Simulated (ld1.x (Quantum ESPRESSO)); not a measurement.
# Logarithmic derivatives: samarium (Sm), ultrasoft

| Property | Result |
| --- | --- |
| Element | Sm |
| Generator | ld1.x (Quantum ESPRESSO) 7.5 |
| Type | ultrasoft |
| Functional | revPBE |
| Relativity | scalar-relativistic |
| Frozen core | [Kr] 4d10 |
| Valence charge | 16 |
| Reference configuration | 4f6 5s2 5p6 5d0 6s1 6p0 (charge +1) |
| Partial waves | 5s (bound): rcut 2.15, rcutus 2.60 bohr; 6s (bound): rcut 2.15, rcutus 2.60 bohr; 5p (bound): rcut 2.20, rcutus 2.40 bohr; 6p (bound, empty): rcut 2.20, rcutus 2.40 bohr; 5d (bound, empty): rcut 2.00, rcutus 2.75 bohr; 5d channel at 0.5 Ry: rcut 2.00, rcutus 2.75 bohr; 4f (bound): rcut 0.95, rcutus 1.30 bohr; 4f channel at -0.1 Ry: rcut 0.95, rcutus 1.30 bohr |
| Local potential | all-electron potential smoothed inside 1.40 bohr (lloc = -1) |
| Core correction | none |
| Augmentation charge | PSQ, inside the norm-conserving radii |

The phase is arctan(r·u′/u) with u = r·R(r), unwrapped; energies in Ry, scanned from -6 to 5 Ry. A pole is an energy at which the radial function vanishes at the test radius. The pseudo phase is shifted by a multiple of π to meet the all-electron one at the reference energy, and phase errors are pseudo minus all-electron; the curves can meet again beyond the range given. Levels narrower than the energy grid can be missing from the lists of poles.

Q: For each channel, where are the poles, and over which energies does the pseudopotential scatter like the atom?

A:

```
channel  radius (bohr)  reference energy (Ry)  poles, all-electron  poles, pseudo  unbroken range about the reference energy with phases within 0.05 rad  phase error 1 Ry above the reference energy (rad)
      s           3.02                  -0.61          -3.58, 2.06    -3.58, 2.80                                                              below 2.3                                             +0.035
      p           3.02                  -0.39          -2.00, 3.32    -2.00, 2.93                                                              below 3.5                                             -0.023
      d           3.02                  -0.52                 0.22     0.22, 2.34                                                              below 2.2                                             -0.000
      f           3.02                  -0.63          -0.58, 2.90    -0.58, 2.89                                                        the whole range                                             -0.000
```

The ghost test of this file was not conclusive. Its overlap operator is not positive definite in a basis up to 400 Ry (lowest eigenvalue s -0.02, p -0.06), so the file is unfit for use: the generalised eigenproblem breaks down once the basis is large enough, and its test numbers describe a broken file.

Phases in the d channel:

```
E (Ry)  all-electron  pseudo
 -6.00         1.428   1.428
 -5.74         1.425   1.425
 -5.48         1.421   1.421
 -5.22         1.416   1.416
 -4.96         1.412   1.412
 -4.70         1.407   1.407
 -4.44         1.401   1.401
 -4.18         1.395   1.395
 -3.92         1.388   1.388
 -3.66         1.380   1.380
 -3.40         1.371   1.371
 -3.14         1.360   1.360
 -2.88         1.347   1.347
 -2.62         1.332   1.332
 -2.36         1.313   1.313
 -2.10         1.288   1.289
 -1.84         1.255   1.255
 -1.58         1.206   1.206
 -1.32         1.124   1.124
 -1.06         0.962   0.962
 -0.80         0.513   0.513
 -0.54        -0.638  -0.638
 -0.28        -1.262  -1.262
 -0.02        -1.472  -1.472
  0.24        -1.577  -1.577
  0.50        -1.646  -1.646
  0.76        -1.702  -1.702
  1.02        -1.757  -1.757
  1.28        -1.818  -1.819
  1.54        -1.898  -1.898
  1.80        -2.017  -2.019
  2.06        -2.228  -2.244
  2.32        -2.667  -3.583
  2.58        -3.427  -6.411
  2.84        -4.001  -7.079
  3.10        -4.272  -7.382
  3.36        -4.412  -7.534
  3.62        -4.496  -7.622
  3.88        -4.552  -7.681
  4.14        -4.593  -7.723
  4.40        -4.624  -7.755
  4.66        -4.650  -7.781
  4.92        -4.671  -7.802
```
